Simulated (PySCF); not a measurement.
# Two-component Hartree-Fock for Sc (scandium, neutral)

Start: [Ar] 3d1 4s2; 3d5/2 filled at m_j = +5/2. Calculated with PySCF 2.14 in x2c-TZVPall-2c (6s7p4d1f, 54 functions): generalised Hartree-Fock with the X2C-1e Hamiltonian and a Gaussian nucleus; one run each with spin-orbit coupling (SO) switched off, then screened by Boettger's factors. This is a chosen level, not necessarily the ground level.

```csv
spinor shell,electrons,"ε, spin-free (eV)","ε, screened SO (eV)",weight of nominal j (screened SO),"rms radius, screened SO (bohr)"
1s1/2,2,-4539.4,-4539.4,1.000,0.0844
2s1/2,2,-524.07,-524.07,1.000,0.370
2p1/2,2,-426.73,-429.87,0.998,0.338
2p3/2,4,-426.73,-425.19,0.999,0.341
3s1/2,2,-70.508,-70.514,1.000,1.15
3p1/2,2,-42.846,-42.359,0.716,1.27
3d5/2,1,-9.191,-9.179,1.000,1.94
4s1/2,2,-5.763,-5.764,0.997,4.22
```

**Question.** Where does 3p3/2 lie, and what is the 3p spin-orbit splitting (screened SO)?

**Answer.** At -43.099 eV, -0.741 eV above 3p1/2.

| quantity | spin-free | screened SO |
| --- | --- | --- |
| E (hartree) | -763.27272 | -763.27705 |
| M_J | 5/2 | 5/2 |
| ⟨J²⟩ | 8.801 | 8.802 |
| ⟨L²⟩ | 6.040 | 6.041 |
| ⟨S²⟩ | 0.761 | 0.762 |

Each row is a mean over spinors that exchange with the open shell spreads, by up to 4.078 eV (3p3/2).

Rows whose weight is well below 1 are mixtures of j = l ± 1/2: exchange outweighs spin-orbit coupling there, and the label is only the starting occupation.

⟨J²⟩ departs a little from M_J(M_J + 1) because the unrestricted spinors polarise the closed shells.

Without spin-orbit coupling the j labels of p, d and f shells carry no meaning; the spin-free column gives the mean over the occupied spinors of each nl shell.
